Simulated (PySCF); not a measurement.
**Polarisability and C₆ of Lu⁵³⁺ (lutetium, charge +53)**

[Ar], closed-shell 1S. Calculation: PySCF 2.14, in an uncontracted even-tempered set (17 s from 13 bohr⁻², ratio 2.5; 12 p from 17 bohr⁻², ratio 2.5; 4 d from 71 bohr⁻², ratio 2.7; 4 f from 110 bohr⁻², ratio 2.7); the spin-free X2C one-electron Hamiltonian (Gaussian nucleus). Coupled (time-dependent) response in atomic units; α is the mean over directions.

```tsv
method	mean α (bohr³)	C₆ (like pair)	S(−4)
UHF	0.001564	6.963e-05	1.720e-06
PBE0	0.001572	7.010e-05	1.735e-06
```

S(−4) is the Cauchy moment in α(ω) = α(0) + S(−4) ω² + …

α(iu) at PBE0:

```csv
u (hartree),α(iu) (bohr³)
0,0.001572
4.00,0.001544
8.00,0.001469
16.0,0.001239
24.0,0.001000
32.0,0.0008083
40.0,0.0006661
60.0,0.0004550
80.0,0.0003472
120,0.0002411
200,0.0001531
```

A single London oscillator, α(iu) = α/(1 + u²/ω²), gives C₆ = (3/4) ω α². Matching the computed C₆ needs ω = 4 × 7.010e-05 / (3 × 0.001572²) = 37.8 hartree.

For an ion, C₆ is the dispersion term alone; charge-induced terms of lower order in 1/R come first.

Spin-orbit coupling, which splits the p, d and f shells strongly at this Z, is absent.
